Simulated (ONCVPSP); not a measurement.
**u(r) = r·R(r): atom against pseudo-atom (B)**

Columns: radius, all-electron u(r) and pseudo u(r) of the 2s shell (level -9.61 eV) of boron in the configuration [He] 2s1.75 2p1.25; PW91, scalar-relativistic, ONCV scheme, ONCVPSP 4.0.1.

```tsv
r (bohr)	all-electron	pseudo
0.110	-0.2810	0.0532
0.220	-0.2906	0.1060
0.330	-0.1816	0.1615
0.440	-0.0295	0.2236
0.550	0.1283	0.2918
0.660	0.2740	0.3619
0.770	0.3999	0.4312
0.880	0.5040	0.5011
0.990	0.5867	0.5720
1.100	0.6490	0.6378
1.210	0.6929	0.6888
1.320	0.7205	0.7200
1.430	0.7345	0.7345
1.540	0.7371	0.7371
1.650	0.7305	0.7305
1.760	0.7166	0.7166
1.870	0.6971	0.6971
1.980	0.6733	0.6733
2.090	0.6464	0.6464
2.200	0.6174	0.6174
2.310	0.5871	0.5871
2.420	0.5561	0.5561
2.530	0.5250	0.5250
2.640	0.4941	0.4941
2.750	0.4638	0.4638
2.860	0.4343	0.4343
```

**Question.** How many radial nodes do the two functions have?

**Answer.** The all-electron 2s function has n − l − 1 = 1; the pseudo-wave has 0, since the states of the same l below it are removed with the core.

**Question.** At about which radius was the pseudo-wave matched?

**Answer.** 1.45 bohr, where the columns begin to agree (steps of 0.11 bohr).

**Question.** Where does each function peak?

**Answer.** Outermost all-electron maximum near 1.54 bohr, pseudo maximum near 1.54 bohr (to the table’s step).

**Question.** Is the pseudo-wave norm-conserving?

**Answer.** Yes: the ONCV scheme keeps the norm inside the radius equal to the all-electron one, which fixes the energy derivative of the logarithmic derivative at the level.
